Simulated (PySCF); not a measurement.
Compound: C4H2F3O2 (charge -1).
SMILES: `O=C([O-])/C(F)=C/C(F)F`

Torsions of this conformer, `[O:1]=[C:2]([O-:3])/[C:4]([F:5])=[CH:6]/[CH:7]([F:8])[F:9]`: O1–C2–C4–F5 -2°, C4–C6–C7–F8 -123°.

The closed-shell ground state was solved at several levels (PySCF, density fitting, gas phase, non-relativistic). Geometry: PBE0-D3(BJ)/def2-SVP, one conformer, isolated ion. The geometry's basis has no diffuse functions, a weakness for an anion. No diffuse functions stand in pcJ-1, pcSseg-1 and pcSseg-2, which bears on an anion's orbital energies.

```tsv
level	basis functions	total energy (Eh)	HOMO (eV)	LUMO (eV)	gap (eV)
PBE/pcSseg-2	352	-603.3096	-0.70	2.24	2.94
B3LYP/pcJ-1	263	-603.6663	-1.75	3.20	4.95
B3LYP/def2-SVPD	211	-603.2539	-2.27	2.75	5.02
```

Estimate the row for PBE0/pcSseg-1, a basis of 163 functions; the other rows only guide the guess.

Total energy -602.9919 Eh, HOMO -2.08 eV, LUMO 3.39 eV, gap 5.47 eV.

Over all these levels, which gives the widest orbital gap and which the narrowest?

PBE0/pcSseg-1 (global hybrid, 25 % exact exchange) has the widest, 5.47 eV, and PBE/pcSseg-2 (GGA) the narrowest, 2.94 eV. Functional and basis both differ between the two, so the spread mixes both effects.
